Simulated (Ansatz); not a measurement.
Steps of a relaxation of C2H9BOSi (`BCOC[SiH3]`) with RKS PBE-D4/def2-SVP.

```sh
$ ansatz run in.yaml --threads 4 --pin off --events-out ev --progress --plain --max-ram 10444MiB
```

```yaml
crystal:
  periodic: [false, false, false]
  atoms:
    - {symbol: B, position_ang: [-1.430300, 2.054000, 0.425100]}
    - {symbol: C, position_ang: [-0.204400, 1.267000, -0.028900]}
    - {symbol: O, position_ang: [-0.657500, 0.071100, -0.651000]}
    - {symbol: C, position_ang: [0.560900, -0.743400, -0.933400]}
    - {symbol: Si, position_ang: [0.736600, -2.019600, 0.418000]}
    - {symbol: H, position_ang: [-1.644000, 2.392400, 1.548500]}
    - {symbol: H, position_ang: [-2.241800, 2.445100, -0.391100]}
    - {symbol: H, position_ang: [0.449200, 1.087100, 0.873700]}
    - {symbol: H, position_ang: [0.381600, 1.907400, -0.705400]}
    - {symbol: H, position_ang: [0.269200, -1.314800, -1.837100]}
    - {symbol: H, position_ang: [1.424300, -0.192600, -1.084500]}
    - {symbol: H, position_ang: [1.856300, -2.906800, 0.089500]}
    - {symbol: H, position_ang: [1.012800, -1.296400, 1.676700]}
    - {symbol: H, position_ang: [-0.525600, -2.779900, 0.628800]}
basis:
  gaussian: {orbitals: def2-SVP}
hamiltonian: {xc: pbe, dispersion: d4}
relax: {f_tol: 0.03, max_steps: 200}
```

Positions (Å) and forces (eV/Å) along the path, 8 of 8 steps:

```xyz
14
step=1 energy=-12802.6621 eV
B    -1.430    2.054    0.425   -1.341    1.001   -0.325
C    -0.204    1.267   -0.029    0.317   -0.572    1.128
O    -0.657    0.071   -0.651    1.947   -0.138   -0.154
C     0.561   -0.743   -0.933   -4.194   -1.738   -0.079
Si    0.737   -2.020    0.418   -0.276    0.189    0.538
H    -1.644    2.392    1.548    0.091    0.149    0.620
H    -2.242    2.445   -0.391   -0.128   -0.215   -0.130
H     0.449    1.087    0.874    0.020   -0.323   -0.420
H     0.382    1.907   -0.705    0.418    0.378   -0.519
H     0.269   -1.315   -1.837    0.356    0.085   -0.325
H     1.424   -0.193   -1.085    2.238    1.768   -0.614
H     1.856   -2.907    0.089    0.547   -0.535   -0.099
H     1.013   -1.296    1.677    0.181    0.133    0.516
H    -0.526   -2.780    0.629   -0.176   -0.182   -0.138
14
step=2 energy=-12803.0604 eV
B    -1.456    2.115    0.418   -0.716   -0.006   -0.184
C    -0.186    1.288    0.032    0.142   -0.515    0.274
O    -0.607    0.124   -0.679    0.874   -0.383   -0.271
C     0.518   -0.781   -0.992   -1.590    0.390    0.372
Si    0.745   -1.999    0.442   -0.058   -0.193    0.113
H    -1.659    2.496    1.550    0.152    0.262    0.099
H    -2.324    2.345   -0.424    0.270   -0.124    0.148
H     0.446    1.019    0.924   -0.122    0.019   -0.190
H     0.459    1.941   -0.609    0.176    0.201   -0.090
H     0.221   -1.339   -1.905    0.082    0.042   -0.031
H     1.422   -0.209   -1.196    0.668    0.404   -0.298
H     1.872   -2.933    0.135    0.178   -0.144   -0.018
H     1.049   -1.299    1.733   -0.007    0.073    0.044
H    -0.514   -2.797    0.601   -0.053   -0.026    0.032
14
step=3 energy=-12803.1484 eV
B    -1.506    2.080    0.430    0.325    0.711    0.133
C    -0.197    1.266    0.072   -0.349   -0.424   -0.058
O    -0.580    0.137   -0.717    0.415   -0.249   -0.128
C     0.503   -0.779   -1.013   -0.282    0.742    0.175
Si    0.752   -2.006    0.437    0.093   -0.179   -0.012
H    -1.598    2.678    1.519    0.014   -0.287   -0.505
H    -2.354    2.267   -0.438    0.077   -0.280    0.284
H     0.407    0.953    0.962   -0.074    0.055   -0.036
H     0.478    1.960   -0.520   -0.120    0.034    0.171
H     0.213   -1.335   -1.929   -0.001   -0.021    0.013
H     1.432   -0.199   -1.256   -0.028   -0.189   -0.002
H     1.894   -2.955    0.149   -0.051    0.067    0.008
H     1.054   -1.288    1.729   -0.039   -0.010   -0.070
H    -0.510   -2.808    0.603    0.021    0.031    0.028
14
step=4 energy=-12803.2357 eV
B    -1.480    2.111    0.427    0.065    0.062   -0.056
C    -0.206    1.253    0.103   -0.364   -0.073   -0.080
O    -0.567    0.170   -0.749    0.351   -0.141    0.082
C     0.494   -0.758   -1.017   -0.070    0.407    0.042
Si    0.750   -2.009    0.419    0.008   -0.048    0.026
H    -1.554    2.826    1.428    0.082   -0.124   -0.344
H    -2.374    2.071   -0.408    0.000    0.077    0.268
H     0.350    0.917    1.012    0.033   -0.018   -0.013
H     0.495    1.975   -0.426   -0.014   -0.030    0.139
H     0.191   -1.318   -1.927    0.049   -0.038   -0.028
H     1.449   -0.221   -1.263   -0.097   -0.109   -0.007
H     1.891   -2.954    0.123   -0.041    0.058   -0.027
H     1.063   -1.289    1.706   -0.021   -0.033   -0.023
H    -0.513   -2.805    0.602    0.019    0.011    0.021
14
step=5 energy=-12803.2926 eV
B    -1.481    2.126    0.401    0.019   -0.062   -0.088
C    -0.241    1.218    0.127   -0.144   -0.025   -0.138
O    -0.559    0.153   -0.754   -0.001    0.157   -0.008
C     0.504   -0.746   -1.034    0.070    0.080    0.155
Si    0.758   -1.990    0.407    0.093   -0.127   -0.012
H    -1.459    2.950    1.303    0.039   -0.033   -0.143
H    -2.447    2.011   -0.339    0.033    0.100    0.182
H     0.248    0.867    1.071   -0.004   -0.038    0.053
H     0.534    1.917   -0.319   -0.063   -0.026    0.038
H     0.208   -1.323   -1.935    0.020   -0.005   -0.036
H     1.455   -0.209   -1.289   -0.050   -0.028    0.008
H     1.892   -2.931    0.092   -0.001   -0.003   -0.001
H     1.082   -1.291    1.702   -0.015    0.001   -0.019
H    -0.506   -2.782    0.596    0.004    0.008    0.008
14
step=6 energy=-12803.3276 eV
B    -1.479    2.150    0.378   -0.096   -0.003   -0.042
C    -0.286    1.194    0.109   -0.005   -0.024    0.018
O    -0.577    0.144   -0.790    0.067    0.009   -0.025
C     0.510   -0.742   -1.026   -0.043    0.063   -0.043
Si    0.773   -1.994    0.400    0.014   -0.124    0.070
H    -1.332    3.049    1.185    0.022    0.004   -0.015
H    -2.534    2.025   -0.219    0.035    0.032    0.058
H     0.118    0.819    1.091   -0.018    0.046   -0.031
H     0.550    1.858   -0.266    0.000   -0.044    0.001
H     0.264   -1.320   -1.944   -0.006    0.013    0.014
H     1.456   -0.188   -1.251    0.013    0.016    0.008
H     1.917   -2.918    0.072    0.004    0.005   -0.016
H     1.090   -1.304    1.700   -0.001    0.001    0.002
H    -0.482   -2.802    0.589    0.015    0.005    0.000
14
step=7 energy=-12803.3327 eV
B    -1.485    2.173    0.351   -0.023    0.041   -0.041
C    -0.306    1.191    0.115    0.002    0.003   -0.046
O    -0.577    0.152   -0.799   -0.017    0.016    0.009
C     0.507   -0.737   -1.020   -0.019    0.005   -0.011
Si    0.788   -2.004    0.400    0.012   -0.018   -0.017
H    -1.298    3.112    1.102   -0.004   -0.006    0.028
H    -2.562    2.032   -0.195   -0.003    0.002    0.021
H     0.009    0.808    1.125    0.003   -0.011    0.052
H     0.587    1.806   -0.194    0.010   -0.008   -0.028
H     0.261   -1.315   -1.937    0.020   -0.005    0.006
H     1.455   -0.184   -1.241    0.014    0.004    0.008
H     1.922   -2.917    0.017    0.019   -0.019   -0.002
H     1.146   -1.332    1.698   -0.007    0.002    0.008
H    -0.460   -2.813    0.608   -0.006   -0.006    0.011
14
step=8 energy=-12803.3339 eV
B    -1.487    2.178    0.352   -0.014    0.009   -0.005
C    -0.310    1.196    0.102   -0.003   -0.017    0.010
O    -0.586    0.145   -0.798    0.030   -0.018    0.005
C     0.507   -0.736   -1.012   -0.007   -0.025    0.028
Si    0.787   -2.014    0.400   -0.005    0.024   -0.005
H    -1.289    3.113    1.107    0.002   -0.004    0.002
H    -2.573    2.041   -0.176    0.005   -0.002    0.007
H     0.027    0.822    1.111   -0.015    0.023   -0.002
H     0.575    1.812   -0.231    0.012    0.005   -0.009
H     0.282   -1.314   -1.934   -0.006    0.019   -0.020
H     1.455   -0.174   -1.213    0.002   -0.002   -0.013
H     1.927   -2.921    0.017    0.000    0.002    0.001
H     1.132   -1.347    1.705   -0.002   -0.007    0.000
H    -0.459   -2.831    0.600   -0.001   -0.006    0.000
```

It took 13 s on 4 threads of an Arm Neoverse V1 on a shared host, with 0.16 GiB of host memory at the peak.
